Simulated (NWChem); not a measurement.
Program: NWChem. System: CBr$_{2}$Cl$_{2}$, charge 0, spin multiplicity 1, at a geometry optimised with PBE0/def2-SVP. The structure started from a generated list of species. Level: PBE/def2-SVP.

Part of the output:

```
             Northwest Computational Chemistry Package (NWChem) 7.3.0
             --------------------------------------------------------

                                NWChem Input Module
                                -------------------

 Scaling coordinates for geometry "geometry" by  1.889725989
 (inverse scale =  0.529177249)

 Turning off AUTOSYM since
 SYMMETRY directive was detected!

                             Geometry "geometry" -> ""
                             -------------------------

 Output coordinates in angstroms (scale by  1.889725989 to convert to a.u.)

  No.       Tag          Charge          X              Y              Z
 ---- ---------------- ---------- -------------- -------------- --------------
    1 Cl                  17.0000     0.00000000    -1.44361300    -1.41627600
    2 C                    6.0000     0.00000000     0.00000000    -0.40468200
    3 Cl                  17.0000     0.00000000     1.44361300    -1.41627600
    4 Br                  35.0000     1.58416400     0.00000000     0.72259300
    5 Br                  35.0000    -1.58416400     0.00000000     0.72259300

 Effective nuclear repulsion energy (a.u.)     849.0616104538

            Nuclear Dipole moment (a.u.)
            ----------------------------
        X                 Y               Z
 ---------------- ---------------- ----------------
     0.0000000000     0.0000000000     0.0000642507

      Symmetry information
      --------------------

 Group name             C2v
 Group number             16
 Group order               4
 No. of unique centers     3

      Symmetry unique atoms

     1    2    4


 Summary of "ao basis" -> "" (spherical)
 ------------------------------------------------------------------------------
       Tag                 Description            Shells   Functions and Types
 ---------------- ------------------------------  ------  ---------------------
 *                          def2-svp                  on all atoms

  pbe96 is a nonlocal functional; adding pw91lda local functional.

                                 NWChem DFT Module
                                 -----------------

 Summary of "ao basis" -> "ao basis" (spherical)
 ------------------------------------------------------------------------------
       Tag                 Description            Shells   Functions and Types
 ---------------- ------------------------------  ------  ---------------------
[...]
 Vector   54  Occ=2.000000D+00  E=-2.565450D-01  Symmetry=a2
              MO Center=  7.0D-15, -1.6D-17,  1.6D-01, r^2= 4.7D+00
   Bfn.  Coefficient  Atom+Function         Bfn.  Coefficient  Atom+Function
  ----- ------------  ---------------      ----- ------------  ---------------
    66      0.379466  4 Br py                98     -0.379466  5 Br py
    63      0.349506  4 Br py                95     -0.349506  5 Br py
    11      0.256620  1 Cl px                43     -0.256620  3 Cl px
    60     -0.228787  4 Br py                92      0.228787  5 Br py
     8      0.196217  1 Cl px                40     -0.196217  3 Cl px

 Vector   55  Occ=2.000000D+00  E=-2.513612D-01  Symmetry=b1
              MO Center=  4.3D-15,  3.2D-16,  5.0D-01, r^2= 4.4D+00
   Bfn.  Coefficient  Atom+Function         Bfn.  Coefficient  Atom+Function
  ----- ------------  ---------------      ----- ------------  ---------------
    67      0.326931  4 Br pz                99     -0.326931  5 Br pz
    64      0.303268  4 Br pz                96     -0.303268  5 Br pz
    65     -0.273550  4 Br px                97     -0.273550  5 Br px
    62     -0.247200  4 Br px                94     -0.247200  5 Br px
    61     -0.198490  4 Br pz                93      0.198490  5 Br pz

 Vector   56  Occ=0.000000D+00  E=-1.018516D-01  Symmetry=a1
              MO Center= -9.3D-14,  2.0D-14,  1.9D-01, r^2= 4.2D+00
   Bfn.  Coefficient  Atom+Function         Bfn.  Coefficient  Atom+Function
  ----- ------------  ---------------      ----- ------------  ---------------
    21      1.165326  2 C  s                 20      0.543142  2 C  s
    65      0.538090  4 Br px                97     -0.538090  5 Br px
    55     -0.390193  4 Br s                 87     -0.390193  5 Br s
    67      0.326670  4 Br pz                99      0.326670  5 Br pz
    27      0.279016  2 C  pz                12     -0.231998  1 Cl py

 Vector   57  Occ=0.000000D+00  E=-6.169785D-02  Symmetry=b1
              MO Center=  3.9D-14,  8.2D-15,  1.0D-01, r^2= 3.7D+00
   Bfn.  Coefficient  Atom+Function         Bfn.  Coefficient  Atom+Function
  ----- ------------  ---------------      ----- ------------  ---------------
    25      0.868326  2 C  px                22      0.578333  2 C  px
    67      0.457115  4 Br pz                99     -0.457115  5 Br pz
    65      0.448033  4 Br px                97      0.448033  5 Br px
    55     -0.392485  4 Br s                 87      0.392485  5 Br s
    11     -0.225174  1 Cl px                43     -0.225174  3 Cl px

 Vector   58  Occ=0.000000D+00  E=-3.586768D-02  Symmetry=a1
              MO Center= -1.1D-14,  1.2D-13, -8.4D-01, r^2= 3.1D+00
   Bfn.  Coefficient  Atom+Function         Bfn.  Coefficient  Atom+Function
  ----- ------------  ---------------      ----- ------------  ---------------
    27      0.861043  2 C  pz                12      0.601000  1 Cl py
    44     -0.601000  3 Cl py                24      0.565987  2 C  pz
    21     -0.490343  2 C  s                  4      0.482480  1 Cl s
    36      0.482480  3 Cl s                 20     -0.273011  2 C  s
    65      0.271771  4 Br px                97     -0.271771  5 Br px

 center of mass
 --------------
 x =   0.00000000 y =   0.00000000 z =   0.09056571

 moments of inertia (a.u.)
 ------------------
        1324.508982593482           0.000000000000           0.000000000000
           0.000000000000        2236.421440761267           0.000000000000
           0.000000000000           0.000000000000        1952.888134110462

     Multipole analysis of the density
     ---------------------------------

     L   x y z        total         alpha         beta         nuclear
     -   - - -        -----         -----         ----         -------
     0   0 0 0     -0.000000    -55.000000    -55.000000    110.000000

     1   1 0 0      0.000000      0.000000      0.000000      0.000000
     1   0 1 0     -0.000000     -0.000000     -0.000000      0.000000
     1   0 0 1      0.000753      0.000344      0.000344      0.000064

     2   2 0 0    -47.833706   -337.581806   -337.581806    627.329905
     2   1 1 0     -0.000000     -0.000000     -0.000000      0.000000
     2   1 0 1      0.000000      0.000000      0.000000      0.000000
     2   0 2 0    -48.740351   -150.886965   -150.886965    253.033578
     2   0 1 1     -0.000000     -0.000000     -0.000000      0.000000
     2   0 0 2    -48.253428   -212.912694   -212.912694    377.571959

 Task  times  cpu:        4.6s     wall:        4.6s

 Total times  cpu:        4.6s     wall:        4.6s
```

**Question.** Write an NWChem input that would produce this output.

**Answer.** Several could match; the one computed here: 
```
start mol
memory heap 200 mb stack 800 mb global 1000 mb
geometry units angstroms nocenter noautoz
  Cl     0.000000    -1.443613    -1.416276
  C      0.000000     0.000000    -0.404682
  Cl     0.000000     1.443613    -1.416276
  Br     1.584164     0.000000     0.722593
  Br    -1.584164     0.000000     0.722593
  symmetry group C2v
end
basis spherical
  * library def2-svp
end
dft
  xc xpbe96 cpbe96
  semidirect memsize 60000000 filesize 0
  iterations 100
end
task dft energy
```
